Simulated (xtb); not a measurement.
Mg(OH)(SMe) (CH₄MgOS), SMILES C[S][Mg][OH]. All values are semi-empirical tight-binding results from xtb (GFN2-xTB unless named), good for trends rather than for accurate numbers. The structure is a stationary point at GFN2-xTB. Other conformers were not sampled.

For metal compounds this method's bond lengths and energies can be far off.

Problem. Estimate the properties. (An estimate is asked for; the answer gives what the named calculation found.)

Solution. 
```
Quantity                                      Result
-------------------------------------  -------------
orbital gap                                  1.65 eV
zero-point energy                      30.9 kcal/mol
G − E(el) at 298.15 K (modified RRHO)  11.0 kcal/mol
```
